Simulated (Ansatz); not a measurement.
C$_{4}$H$_{12}$Ge, singlet, geometry from GFN2-xTB; B3LYP/def2-SV(P) run with Ansatz (a quantum-chemistry and plane-wave program).

Here is a job for Ansatz.
Ansatz 0.2 input:
```yaml
crystal:
  periodic: [false, false, false]
  atoms:
    - {symbol: Ge, position_ang: [1.19204730, 0.56714476, -0.05754356]}
    - {symbol: C, position_ang: [-0.14291499, -0.40813352, 1.02478555]}
    - {symbol: C, position_ang: [-1.47181421, -0.75171789, 0.35417463]}
    - {symbol: C, position_ang: [-1.27787032, -1.78595875, -0.74868490]}
    - {symbol: C, position_ang: [-2.14060935, 0.49817568, -0.20427519]}
    - {symbol: H, position_ang: [2.47695911, 0.63797260, 0.70755841]}
    - {symbol: H, position_ang: [1.51822983, -0.07475567, -1.36893037]}
    - {symbol: H, position_ang: [0.79742154, 1.98087734, -0.34754028]}
    - {symbol: H, position_ang: [-0.33651492, 0.20244411, 1.91116398]}
    - {symbol: H, position_ang: [0.32633876, -1.32831449, 1.38212088]}
    - {symbol: H, position_ang: [-2.13107858, -1.18576940, 1.11818937]}
    - {symbol: H, position_ang: [-0.64106043, -1.38068517, -1.53369694]}
    - {symbol: H, position_ang: [-2.23428227, -2.05938865, -1.18936037]}
    - {symbol: H, position_ang: [-0.81099573, -2.68634650, -0.35444740]}
    - {symbol: H, position_ang: [-1.53940228, 0.90778741, -1.01628749]}
    - {symbol: H, position_ang: [-2.24171535, 1.25754145, 0.56886375]}
    - {symbol: H, position_ang: [-3.13015973, 0.26581165, -0.59224003]}
basis:
  gaussian:
    orbitals: def2-SV_P_.json
hamiltonian:
  xc: b3lyp
```
The basis file holds def2-SV(P) in the JSON format of the Basis Set Exchange.

What the program printed (banner, timings and long lists left out):

```
Functional definition: B3LYP
1284 factors; integrals over basis functions are off by at most 8.7e-4 eV
mean field evaluation 1: about -60841.3681 eV, gradient 6.7e1 eV
mean field evaluation 2: about -60833.0021 eV, gradient 8.6e1 eV
mean field evaluation 4: about -60852.2318 eV, gradient 3.6e0 eV
mean field evaluation 8: about -60852.5069 eV, gradient 2.1e-1 eV
mean field evaluation 16: about -60852.5070 eV, gradient 4.1e-5 eV
mean field -60852.50699060 eV, -2236.2883845938 hartree, gradient 4.1e-5 eV, S^2 0.000000; 0 other end points of the search recorded, 0 dependent functions left out
reference -60852.50727817 eV, -2236.2883951618 hartree; 34, 34 occupied and 78, 78 virtual orbitals, 1284 factors
Total energy: -60852.50727817 eV, -2236.2883951618 hartree
```
